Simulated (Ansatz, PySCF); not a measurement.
The Ansatz (a program for electronic structure) input:
Ansatz 0.2 input:
```yaml
crystal:
  periodic: [false, false, false]
  atoms:
    - {symbol: Si, position_ang: [-0.25310907, -2.10767374, -1.16153954]}
    - {symbol: Si, position_ang: [-0.00493928, 0.00604900, -0.00649941]}
    - {symbol: Si, position_ang: [-0.37198370, 2.10080515, -1.15812306]}
    - {symbol: Si, position_ang: [-1.70641778, -0.05581147, 1.71192735]}
    - {symbol: Si, position_ang: [2.33502040, 0.05813586, 0.61132287]}
    - {symbol: H, position_ang: [-1.61992800, -2.10188582, -1.67691024]}
    - {symbol: H, position_ang: [-0.01411831, -3.24864787, -0.28647268]}
    - {symbol: H, position_ang: [0.70579989, -2.06426398, -2.26262025]}
    - {symbol: H, position_ang: [-0.17709254, 3.25390838, -0.28784835]}
    - {symbol: H, position_ang: [-1.74309288, 2.03186722, -1.65786410]}
    - {symbol: H, position_ang: [0.57339102, 2.10400946, -2.27198950]}
    - {symbol: H, position_ang: [-3.05772283, -0.04371138, 1.16609495]}
    - {symbol: H, position_ang: [-1.44627122, -1.27496059, 2.47362373]}
    - {symbol: H, position_ang: [-1.44995516, 1.12167623, 2.53780823]}
    - {symbol: H, position_ang: [2.53239503, -1.12441119, 1.44608538]}
    - {symbol: H, position_ang: [3.22171230, 0.05213011, -0.54527641]}
    - {symbol: H, position_ang: [2.49489495, 1.27322203, 1.40613391]}
basis:
  gaussian:
    orbitals: STO-3G
hamiltonian:
  xc: revpbe
total_charge: 1
magnetization: {spin_polarized: true, initial_magnetization: 1}
accuracy: high
```

### Question
Write the same job for PySCF.

### Answer
One answer among several that fit: 
```python
from pyscf import gto, scf, dft

mol = gto.Mole()
mol.atom = '''
    Si   -0.25310907   -2.10767374   -1.16153954
    Si   -0.00493928    0.00604900   -0.00649941
    Si   -0.37198370    2.10080515   -1.15812306
    Si   -1.70641778   -0.05581147    1.71192735
    Si    2.33502040    0.05813586    0.61132287
    H    -1.61992800   -2.10188582   -1.67691024
    H    -0.01411831   -3.24864787   -0.28647268
    H     0.70579989   -2.06426398   -2.26262025
    H    -0.17709254    3.25390838   -0.28784835
    H    -1.74309288    2.03186722   -1.65786410
    H     0.57339102    2.10400946   -2.27198950
    H    -3.05772283   -0.04371138    1.16609495
    H    -1.44627122   -1.27496059    2.47362373
    H    -1.44995516    1.12167623    2.53780823
    H     2.53239503   -1.12441119    1.44608538
    H     3.22171230    0.05213011   -0.54527641
    H     2.49489495    1.27322203    1.40613391
'''
mol.basis = 'sto-3g'
mol.charge = 1
mol.spin = 1
mol.verbose = 4
mol.build()

mf = dft.UKS(mol)
mf.xc = 'revpbe'
mf.grids.atom_grid = (99, 590)
mf.grids.prune = None
mf.kernel()
```

Both were run: Ansatz gave -1437.367219 Eh and PySCF -1437.367219 Eh, 0.000 mEh apart.
